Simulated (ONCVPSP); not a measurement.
# Cd (Z = 48): variants of one ONCV potential

Base potential:

| Quantity | Value |
| --- | --- |
| Element | Cd |
| Generator | ONCVPSP 4.0.1 |
| Type | optimised norm-conserving Vanderbilt (ONCV) |
| Functional | LDA (Perdew-Wang 92) |
| Relativity | scalar-relativistic |
| Frozen core | [Ar] 3d10 4s2 |
| Valence charge | 18 |
| Reference configuration | 4p6 4d10 5s2 |
| Partial waves | 5s: rc 1.95 bohr, ncon 5, nbas 9, qcut 3.3 1/bohr, 2 projectors, debl 1.1 Ha; 4p: rc 1.10 bohr, ncon 4, nbas 8, qcut 7.3 1/bohr, 2 projectors, debl 1.5 Ha; 4d: rc 1.10 bohr, ncon 4, nbas 9, qcut 16.8 1/bohr, local |
| Local potential | the d channel |
| Core correction | none |

In the p channel the program set the typed energies aside and used -2.462, 0.250 Ha.

Cutoffs, loose and tight: the cutoffs (Ha) at which the residual kinetic energy of the hardest occupied pseudo-wave falls to 1 and 0.1 mHa per electron. They do not see the model core or the augmentation charge, which bear on the density cutoff. Test errors are all-electron minus pseudo excitation energies from the reference, over the configurations 4p6 4d10 5s1; 4p6 4d10 5s0; 4p6 4d9 5s0; 4p6 4d10 5s0 5p1. A dash means not determined; rows that change the core or the reference have their own tests. The largest error is taken over the tests solved by every variant that gives reliable tests at all: 4p6 4d10 5s0; 4p6 4d10 5s0 5p1; 4p6 4d10 5s1.

A true bound ghost makes a file unfit for plane-wave use even where its test errors are small: the radial tests pick states by their node count and pass the ghost by.

| change | outcome | cutoff, loose | cutoff, tight | bound ghosts | GHOST(+) flags above zero | largest test error (meV) |
| --- | --- | --- | --- | --- | --- | --- |
| base | generated, projector energies reset by the program | 125 Ha | 170 Ha | s | s | -32 |
| s: qcut 2 | generated, projector energies reset by the program | 125 Ha | 170 Ha | s | s | -27 |
| s: qcut 2.6 | generated, projector energies reset by the program | 125 Ha | 170 Ha | s | s | -30 |
| s: qcut 3 | generated, projector energies reset by the program | 125 Ha | 170 Ha | s | none | -31 |
| s: qcut 3.8 | generated, projector energies reset by the program | 125 Ha | 170 Ha | s | s | -31 |
| s: qcut 4.2 | failed: ERROR pspot: first pseudo wave function has node, program will stop | – | – | – | – | – |
| s: qcut 5 | failed: ERROR pspot: first pseudo wave function has node, program will stop | – | – | – | – | – |

Reading the sweep of the qcut of the s channel (base included, trends over the rows without a ghost): Bound ghosts are found at 2, 2.6, 3, 3.3, 3.8 1/bohr. Every judged row has one, so this setting neither creates nor removes them. The generation fails at 4.2, 5 1/bohr.
